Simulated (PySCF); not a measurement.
HOP, SMILES O=P.

Geometry: TPSSh-D3(BJ)/def2-TZVPD.

Two levels are set side by side: PBE/def2-TZVPD (PySCF) and ωB97X/def2-TZVPD (PySCF). Same geometry, gas phase. Differences are taken from unrounded values.

```tsv
quantity	ωB97X
orbital gap (eV)	8.93
highest occupied level (eV)	-10.01
lowest empty level (eV)	-1.08
dipole moment (D)	2.44
mean polarisability (bohr³)	28.4
```

Q: What does PBE give, and how far is it from ωB97X? (The exact figures need the calculation; the answer reports its results.)

A: 
| quantity | PBE | PBE minus ωB97X |
|---|---|---|
| orbital gap (eV) | 1.95 | -6.99 |
| highest occupied level (eV) | -6.28 | 3.73 |
| lowest empty level (eV) | -4.34 | -3.26 |
| dipole moment (D) | 2.12 | -0.32 |
| mean polarisability (bohr³) | 29.3 | 1.0 |

PBE's occupied levels lie high since its potential decays too fast outside the molecule; exact exchange lowers them and widens the gap. PBE's more diffuse valence density responds more strongly to a field. Differences between two approximate levels are no errors against the true value.

Rough cost on one machine, each run with all the roots and properties that it gave: ωB97X against PBE within a factor of 2.
